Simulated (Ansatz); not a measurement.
`NC(F)([SiH3])BO`. The species carries charge 0 and has multiplicity 1. All single points use the PBE0-D4/def2-TZVP geometry. It is one conformer, not always the lowest.

```xyz
13

N     0.410   -1.300   -0.982
C    -0.272   -0.273   -0.294
F    -1.692   -0.384   -0.424
Si    0.062   -0.511    1.584
B     0.210    1.170   -0.694
O    -0.708    2.144   -0.847
H     0.343   -1.237   -1.989
H     0.154   -2.229   -0.679
H     1.469   -0.168    1.913
H    -0.181   -1.950    1.872
H    -0.857    0.337    2.382
H     1.384    1.398   -0.800
H    -0.322    3.001   -1.043
```

What is the dipole moment at PBE/def2-TZVPP? (An estimate is asked.)

The calculation gave: 1.84 D, with components (1.40, 0.71, -0.95) D in this frame, pointing from negative to positive charge.

And with r2SCAN, B3LYP, ωB97M-V? (An estimate is asked.)

The calculation gave: r2SCAN 1.90 D, B3LYP 1.97 D, ωB97M-V 1.96 D.

Give the Mulliken charges with PBE, B3LYP, ωB97M-V in def2-TZVPP. (Estimate.)

Computed: 
| atom | PBE | B3LYP | ωB97M-V |
| --- | --- | --- | --- |
| N1 | -0.30 | -0.31 | -0.27 |
| C2 | 0.25 | 0.29 | 0.21 |
| F3 | -0.21 | -0.26 | -0.24 |
| Si4 | 0.14 | 0.21 | 0.13 |
| B5 | -0.03 | 0.00 | -0.03 |
| O6 | -0.19 | -0.23 | -0.22 |
| H7 | 0.14 | 0.13 | 0.11 |
| H8 | 0.15 | 0.14 | 0.12 |
| H9 | -0.04 | -0.06 | -0.02 |
| H10 | -0.05 | -0.07 | -0.03 |
| H11 | -0.04 | -0.05 | -0.01 |
| H12 | -0.02 | 0.00 | 0.05 |
| H13 | 0.21 | 0.20 | 0.19 |

B3LYP here is the variant with VWN-RPA as its local correlation; programs differ in this.
